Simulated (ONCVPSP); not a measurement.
# lead (Pb), ONCV: configuration errors across variants

| Quantity | Value |
| --- | --- |
| Element | lead (Pb) |
| Generator | ONCVPSP 4.0.1 |
| Type | optimised norm-conserving Vanderbilt (ONCV) |
| Functional | LDA (Perdew-Zunger) |
| Relativity | scalar-relativistic |
| Frozen core | [Kr] 4d10 4f14 |
| Valence charge | 22 |
| Reference configuration | 5s2 5p6 5d10 6s2 6p1.75 (charge +0.25) |
| Partial waves | 5s+6s: rc 1.15 bohr, ncon 4, nbas 8, qcut 8.8 1/bohr, 2 projectors; 5p+6p: rc 1.55 bohr, ncon 3, nbas 7, qcut 7.5 1/bohr, 2 projectors; 5d: rc 1.15 bohr, ncon 4, nbas 8, qcut 7.9 1/bohr, 2 projectors, debl 0.3 Ha |
| Local potential | polynomial inside 1.15 bohr (lpopt 5, dvloc0 0 Ha) |
| Core correction | none |

In the d channel the program set the typed energies aside and used -0.848, 0.250 Ha.

All-electron excitation energies from the reference (eV): (1) 5s2 5p6 5d10 6s2 6p2 -1.112; (2) 5s2 5p6 5d10 6s2 6p1 5.720; (3) 5s2 5p6 5d10 6s2 6p0 19.482; (4) 5s2 5p6 5d10 6s1 6p0 52.360.

2 further variants failed, have other tests or too few solved ones, and are left out.

Errors AE − PS in meV (a dash: test not solved or not reliable):

```csv
change,(1),(2),(3),(4),bound ghosts,GHOST(+) flags above zero
base,+0.4,-2.4,-9.0,-21,none,s
"all radii scaled by about 1.13 (s 1.30, p 1.74, d 1.30 bohr); local potential polynomial inside 1.30 bohr (lpopt 5, dvloc0 0 Ha)",+0.4,-2.4,-9.1,-23,none,s
"all radii scaled by about 1.29 (s 1.48, p 2.00, d 1.48 bohr); local potential polynomial inside 1.48 bohr (lpopt 5, dvloc0 0 Ha)",+0.5,-2.6,-9.4,-25,none,none
```

Question: Give the same row for: all radii scaled by about 1.20 (s 1.38, p 1.86, d 1.38 bohr); local potential polynomial inside 1.38 bohr (lpopt 5, dvloc0 0 Ha).

Answer: +0.4, -2.5, -9.3, -24; bound ghosts: none; GHOST(+) flags above zero: none.
